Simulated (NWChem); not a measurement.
Correlation energy of CSi

```xyz
2

Si     0.0000     0.0000     0.5212
C      0.0000     0.0000    -1.2161
```
Charge 0, spin multiplicity 3.

The numbers come from NWChem runs, not from measurements. The geometry was optimised at UPBE/def2-SVP, a minimum by its harmonic frequencies.

Basis set: cc-pVTZ. Each correlation energy counts from its own Hartree-Fock reference.

The correlated methods keep 6 core orbitals frozen. This spin state was chosen for the runs; another may lie lower. The structure started from a generated list of species. The unpaired electrons of the parent sit in orbitals of symmetry a1 and b1 (C2v labels of the run); other states weren't searched. The stability of the SCF solutions was not checked. Open-shell Hartree-Fock references start from PBE0 orbitals. Coupled-cluster values serve here as a point of comparison, not as the truth.

```json
[
 {"method": "URI-MP2", "correlation energy (mHa)": "-160.8", "remark": "spin-contaminated"},
 {"method": "UMP2", "correlation energy (mHa)": "-160.8", "remark": "spin-contaminated"},
 {"method": "SCS-UMP2", "correlation energy (mHa)": "-156.3", "remark": "spin-contaminated"},
 {"method": "CCSD on UHF", "correlation energy (mHa)": "-205.8", "remark": "spin-contaminated"},
 {"method": "CCSD[T] on UHF", "correlation energy (mHa)": "[?]", "remark": "spin-contaminated"},
 {"method": "CCSD(T) on UHF", "correlation energy (mHa)": "-219.1", "remark": "spin-contaminated"},
 {"method": "CCSD on ROHF", "correlation energy (mHa)": "-229.2", "remark": "-"},
 {"method": "CCSD[T] on ROHF", "correlation energy (mHa)": "[?]", "remark": "-"},
 {"method": "CCSD(T) on ROHF", "correlation energy (mHa)": "-245.3", "remark": "-"}
]
```

**Question.** Some entries are withheld; supply them.

**Answer.** 
- CCSD[T] on UHF, correlation energy (mHa): -220.7
- CCSD[T] on ROHF, correlation energy (mHa): -246.6
